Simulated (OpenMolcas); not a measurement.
Pr3+ among 2 point charges of -1 e arranged as a linear pair (D∞h).

```json
{"Program": "OpenMolcas 26.06", "Method": "CASSCF", "Basis": "ANO-RCC-VDZP [7s6p4d2f1g]", "Scalar Hamiltonian": "DKH2, point nucleus", "Active space": "2 electrons in 7 orbitals (4f)", "State averaging": "2S+1 = 3 even, 21 roots; 2S+1 = 1 even, 27 roots kept (CI in the orbitals of an earlier block)", "Spin-orbit coupling": "state interaction with AMFI integrals over the reference wave functions"}
```

All point charges move together. At R = 2.46 Å the width of the lowest J multiplet is 1305 cm-1, and at R = 2.58 Å it is 1142 cm-1.

A third run gives 787 cm-1. What distance was it run at?

With a power law R^-n the two known points give n = -ln(1142 / 1305) / ln(2.58 / 2.46) = 2.80. Then R = 2.46 × (1305 / 787)^(1/2.80) = 2.947 Å. The run was at 2.94 Å, so the estimate is off by +0.007 Å.

Point charges carry no covalency, so the field is a model and not that of real ligands. No measured value stands beside these numbers.
